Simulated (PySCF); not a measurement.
Compound: C2H10NO2Si2 (doublet state).
Z-matrix (Å and degrees, GFN2-xTB geometry), rows numbered from 1:
```
C 
N   1  1.3738
C   2  1.4445  1  115.51
Si  2  1.7284  1  122.19  3  -165.62
O   4  1.6240  2  105.02  1  -167.53
O   4  1.6200  2  110.61  1   -49.62
Si  6  1.6198  4  151.76  2    34.19
H   1  1.0727  2  118.14  3   -19.50
H   1  1.0711  2  117.45  3  -176.35
H   3  1.0921  2  109.99  1    54.09
H   3  1.0936  2  110.94  1   -65.83
H   3  1.0853  2  109.19  1   174.15
H   4  1.4598  2  115.15  1    70.55
H   5  0.9526  4  118.51  2   146.90
H   7  1.4628  6  108.62  4    52.46
H   7  1.4619  6  108.82  4   -68.89
H   7  1.4615  6  102.96  4   171.60
```

The hyperfine couplings belong to this conformer and change with its torsions.

As a line formula: `[CH2]N(C)[Si@@H](O)O[SiH3]` [radical].

Computed with UKS B3LYP, pcH-1 on C H N O Si, non-relativistic, mean-field spin-orbit, GIAO (PySCF 2.14.0). The structure is a single GFN2-xTB conformer in the gas phase; no vibrational or solvent corrections. A GFN2-xTB geometry isn't a minimum of the functional, and hyperfine couplings can be far from their values at a DFT geometry. The frame is twisted about the C1–N2 bond at this geometry (dihedral H9–C1–N2–Si4 = 18°); couplings at other torsion angles weren't computed. The SCF solution wasn't tested for stability.

The isotropic 13C couplings are +98.9, -7.6 MHz. Assign them to C1; C3.

```
site  a_iso (MHz)  ρ(0) (bohr⁻³)                 position  distance from C1 (Å)  spin population  largest |T| (MHz)
  C1        +98.9        +0.0880  largest spin population                  0.00            +0.87              132.5
  C3         -7.6        -0.0067          2 bonds from C1                  2.38            -0.02                2.4
```

The isotropic 29Si couplings are +7.1, -1.1 MHz. Assign them to Si4; Si7.

```tsv
site	a_iso (MHz)	ρ(0) (bohr⁻³)	position	distance from C1 (Å)	spin population	largest |T| (MHz)
Si4	+7.1	-0.0080	2 bonds from C1	2.72	+0.02	4.4
Si7	-1.1	+0.0013	4 bonds from C1	3.77	0.00	0.4
```

ρ(0) is the spin density at the nucleus and T the dipolar tensor; a_iso includes a spin–orbit part; entries for several nuclei are means. Largest spin populations (Mulliken): C1 (+0.87) and N2 (+0.15). The angles at C1 add up to 355.7°, so it is nearly planar; its axial dipolar tensor and the negative couplings of its protons fit spin in a p orbital normal to that plane.

The spin density at the nucleus, in bohr⁻³, is negative for H8 (-0.0096), H9 (-0.0095) and Si4 (-0.0080), for instance. A restricted open-shell determinant has no negative spin density anywhere; here it arises because α and β orbitals differ (spin polarisation).

Nuclei that the bonding pattern makes equivalent are averaged, as if the motion that swaps them (rotation, inversion, ring flip) were fast. H8 and H9 aren't averaged: C1 is flat or nearly so (angle sum 356°), and its turn about the short C1–N2 bond (1.37 Å) is taken as slow. The three 1H nuclei of mean +13.9 MHz run from -0.9 to 24.1 MHz in the frozen geometry.

The run took 98 s (with the writing of density and orbital grids) on one thread of an Arm Neoverse V2, shared host with 32 logical CPUs at a one-minute load of 14, and the process peaked at 1.1 GiB of memory.
